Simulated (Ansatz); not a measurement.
A run for Ansatz (a quantum-chemistry and plane-wave program): R-B3LYP-D3(BJ)/def2-TZVP on Cl2F2Si (SMILES F[Si](F)(Cl)Cl).

Ansatz 0.2 input:
```yaml
crystal:
  periodic: [false, false, false]
  atoms:
    - {symbol: F, position_ang: [-0.10370000, -1.03250000, 1.31450000]}
    - {symbol: Si, position_ang: [-0.01480000, -0.12350000, 0.00040000]}
    - {symbol: F, position_ang: [-0.14400000, -1.03700000, -1.30720000]}
    - {symbol: Cl, position_ang: [-1.48970000, 1.29060000, 0.02070000]}
    - {symbol: Cl, position_ang: [1.75210000, 0.90240000, -0.02850000]}
basis:
  gaussian:
    orbitals: def2-TZVP
hamiltonian:
  xc: b3lyp
  dispersion: d3bj
relax: {f_tol: 0.004, max_steps: 120}
scf: {lower_state_search: off}
```

It printed:

```
WARN ansatz: RAYON_NUM_THREADS=4 ignored (pool sized by the plan → 4); use --threads N
Functional definition: B3LYP
these checks for a lower state are left out or cut short: stability, starts, cluster_reference, orbital_swaps, neighbouring_geometries, increment
integrals: 0.10 GiB planned
1099 factors; their error is unknown
mean field: 0.87 GiB planned
mean field evaluation 1: about -38364.7715 eV, gradient 4.8e1 eV
mean field evaluation 2: about -38359.3232 eV, gradient 8.0e1 eV
mean field evaluation 4: about -38367.8566 eV, gradient 1.0e0 eV
mean field evaluation 8: about -38367.8610 eV, gradient 1.4e-2 eV
mean field evaluation 16: about -38367.9626 eV, gradient 7.2e-5 eV
mean field -38367.96258931 eV, -1409.9966184182 hartree, gradient 4.7e-6 eV, S^2 0.000000; 0 other end points of the search recorded, 0 dependent functions left out
the calculation of the forces begins
reference -38367.96282094 eV, -1409.9966269302 hartree; 33, 33 occupied and 140, 140 virtual orbitals, 1099 factors
relax step   1: F+E_penalty+E_count = -38368.22185311 eV  Δ(F+E_penalty+E_count) = +0.000e0 eV  max|allowed force component| = 9.151e-1 eV/Å  Δτ_max = 0.0000 Å  (16 SCF iters, accepted)
these checks for a lower state are left out or cut short: stability, starts, cluster_reference, orbital_swaps, neighbouring_geometries, increment
integrals: 0.10 GiB planned
1099 factors; their error is unknown
mean field: 0.87 GiB planned
mean field -38368.02106719 eV, -1409.9987674406 hartree, gradient 1.8e-6 eV, S^2 0.000000; 0 other end points of the search recorded, 0 dependent functions left out
the calculation of the forces begins
reference -38368.02130007 eV, -1409.9987759986 hartree; 33, 33 occupied and 140, 140 virtual orbitals, 1099 factors
relax step   2: F+E_penalty+E_count = -38368.27873587 eV  Δ(F+E_penalty+E_count) = -5.688e-2 eV  max|allowed force component| = 4.600e-1 eV/Å  Δτ_max = 0.1095 Å  (18 SCF iters, accepted)
these checks for a lower state are left out or cut short: stability, starts, cluster_reference, orbital_swaps, neighbouring_geometries, increment
integrals: 0.10 GiB planned
1099 factors; their error is unknown
mean field: 0.87 GiB planned
mean field evaluation 32: about -38368.0320 eV, gradient 1.3e-6 eV
mean field -38368.03202539 eV, -1409.9991701468 hartree, gradient 1.3e-6 eV, S^2 0.000000; 0 other end points of the search recorded, 0 dependent functions left out
the calculation of the forces begins
reference -38368.03225762 eV, -1409.9991786813 hartree; 33, 33 occupied and 140, 140 virtual orbitals, 1099 factors
relax step   3: F+E_penalty+E_count = -38368.29156666 eV  Δ(F+E_penalty+E_count) = -1.283e-2 eV  max|allowed force component| = 2.377e-1 eV/Å  Δτ_max = 0.0347 Å  (20 SCF iters, accepted)
these checks for a lower state are left out or cut short: stability, starts, cluster_reference, orbital_swaps, neighbouring_geometries, increment
integrals: 0.10 GiB planned
1099 factors; their error is unknown
mean field: 0.87 GiB planned
mean field -38368.03392537 eV, -1409.9992399698 hartree, gradient 1.3e-6 eV, S^2 0.000000; 0 other end points of the search recorded, 0 dependent functions left out
the calculation of the forces begins
reference -38368.03415768 eV, -1409.9992485071 hartree; 33, 33 occupied and 140, 140 virtual orbitals, 1099 factors
relax step   4: F+E_penalty+E_count = -38368.29360101 eV  Δ(F+E_penalty+E_count) = -2.034e-3 eV  max|allowed force component| = 3.172e-2 eV/Å  Δτ_max = 0.0090 Å  (20 SCF iters, accepted)
these checks for a lower state are left out or cut short: stability, starts, cluster_reference, orbital_swaps, neighbouring_geometries, increment
integrals: 0.10 GiB planned
1099 factors; their error is unknown
mean field: 0.87 GiB planned
mean field -38368.03417887 eV, -1409.9992492859 hartree, gradient 1.3e-6 eV, S^2 0.000000; 0 other end points of the search recorded, 0 dependent functions left out
the calculation of the forces begins
reference -38368.03441125 eV, -1409.9992578255 hartree; 33, 33 occupied and 140, 140 virtual orbitals, 1099 factors
relax step   5: F+E_penalty+E_count = -38368.29379924 eV  Δ(F+E_penalty+E_count) = -1.982e-4 eV  max|allowed force component| = 5.251e-2 eV/Å  Δτ_max = 0.0029 Å  (21 SCF iters, accepted)
these checks for a lower state are left out or cut short: stability, starts, cluster_reference, orbital_swaps, neighbouring_geometries, increment
integrals: 0.10 GiB planned
1099 factors; their error is unknown
mean field: 0.87 GiB planned
mean field -38368.03430670 eV, -1409.9992539835 hartree, gradient 1.3e-6 eV, S^2 0.000000; 0 other end points of the search recorded, 0 dependent functions left out
the calculation of the forces begins
reference -38368.03453910 eV, -1409.9992625242 hartree; 33, 33 occupied and 140, 140 virtual orbitals, 1099 factors
relax step   6: F+E_penalty+E_count = -38368.29389645 eV  Δ(F+E_penalty+E_count) = -9.721e-5 eV  max|allowed force component| = 1.049e-3 eV/Å  Δτ_max = 0.0030 Å  (21 SCF iters, accepted)
Total energy: -38368.29412885 eV, -1410.0088022714 hartree
Atom 0 at    -0.100495    -1.000784     1.275850 Å, force     0.000040     0.000298    -0.000663 eV/Å
Atom 1 at    -0.009499    -0.079215     0.000261 Å, force    -0.000150    -0.001049     0.000006 eV/Å
Atom 2 at    -0.139625    -1.005130    -1.268772 Å, force     0.000060     0.000300     0.000659 eV/Å
Atom 3 at    -1.534806     1.241277     0.021461 Å, force    -0.000388     0.000285     0.000005 eV/Å
Atom 4 at     1.784325     0.843853    -0.028900 Å, force     0.000438     0.000167    -0.000007 eV/Å
Dipole moment:     0.017161     0.143350    -0.000509 e Å
Checks for a lower state left out: stability, starts, cluster_reference, orbital_swaps, neighbouring_geometries, increment
```

Self-consistency was reached.

Cost: about 30 core-seconds (a rough figure).
